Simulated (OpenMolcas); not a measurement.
**Co5+, Rh5+, Ir5+: d⁴ down the group**

```json
{
  "Program": "OpenMolcas",
  "Method": "SS-CASPT2, IPEA 0.25 Eh, imaginary shift 0.1 Eh",
  "Basis": "ANO-R3",
  "Scalar Hamiltonian": "X2C, finite nucleus",
  "Spin-orbit coupling": "RASSI with atomic mean-field integrals over the reference wave functions, term energies averaged over their components"
}
```

Active space for each ion: 4 electrons in 5 orbitals (d); closed shells correlated by CASPT2: Co5+ 3s 3p; Rh5+ 4s 4p; Ir5+ 5s 5p.

Computed levels in cm-1 above ⁵D₀:

```json
{"Level": "⁵D₁", "Co5+": "209", "Rh5+": "669", "Ir5+": "5840"}
{"Level": "⁵D₂", "Co5+": "610", "Rh5+": "1740", "Ir5+": "10640"}
{"Level": "⁵D₃", "Co5+": "1176", "Rh5+": "3030", "Ir5+": "14140"}
{"Level": "⁵D₄", "Co5+": "1880", "Rh5+": "4450", "Ir5+": "16130"}
{"Level": "³P₁(1)", "Co5+": "28460", "Rh5+": "21430", "Ir5+": "30410"}
{"Level": "³H₄", "Co5+": "28470", "Rh5+": "19820", "Ir5+": "24630"}
{"Level": "³H₅", "Co5+": "28940", "Rh5+": "21400", "Ir5+": "30590"}
{"Level": "³H₆", "Co5+": "29450", "Rh5+": "22630", "Ir5+": "33240"}
{"Level": "³F₂(1)", "Co5+": "30720", "Rh5+": "23030", "Ir5+": "29450"}
{"Level": "weight of ⁵D in the lowest level (%)", "Co5+": "100", "Rh5+": "96", "Ir5+": "60"}
```

Mixed levels, with the weight of the term that names them: Ir5+ ⁵D₀ (60 %), Ir5+ ⁵D₄ (61 %), Ir5+ ³P₁(1) (73 %), Ir5+ ³H₄ (55 %), Ir5+ ³H₆ (72 %), Ir5+ ³F₂(1) (63 %).

Measured, with the error of the calculation in %. Measured levels: Co5+ from Sugar and Corliss, J. Phys. Chem. Ref. Data 10, 1097 (1981).

```
 Level          Co5+
   ⁵D₁    204 (+2.6)
   ⁵D₂    589 (+3.6)
   ⁵D₃   1125 (+4.5)
   ⁵D₄   1782 (+5.5)
³P₁(1)     28462 (0)
   ³H₄  28377 (+0.3)
   ³H₅  28806 (+0.5)
   ³H₆  29234 (+0.7)
³F₂(1)  30555 (+0.5)
```

The fine-structure level ⁵D₄ changes by a factor of 8.58 from Co5+ to Ir5+.

Without spin-orbit coupling ³P(1) lies 28280, 20260, 17930 cm-1 above ⁵D in that order; the difference to the level ³P₁(1), of either sign, comes from spin-orbit coupling, which also lowers the zero.

CASPT2 does not keep the components of a term degenerate, so their means are used; among the terms shown or strongly mixed into the levels shown the widest spread is 200 cm-1 (4d⁴ ³F(1), Rh5+). Measured partners are found by configuration, term and J. A level has none where our copy of the source lacks it or the pairing is in doubt (some pairs that miss far off the trend of their configuration count as doubtful), and it then counts in no deviation. Levels of configurations outside the active space are missing.

A number in round brackets counts repeated terms of one configuration in the order of the reference energies.
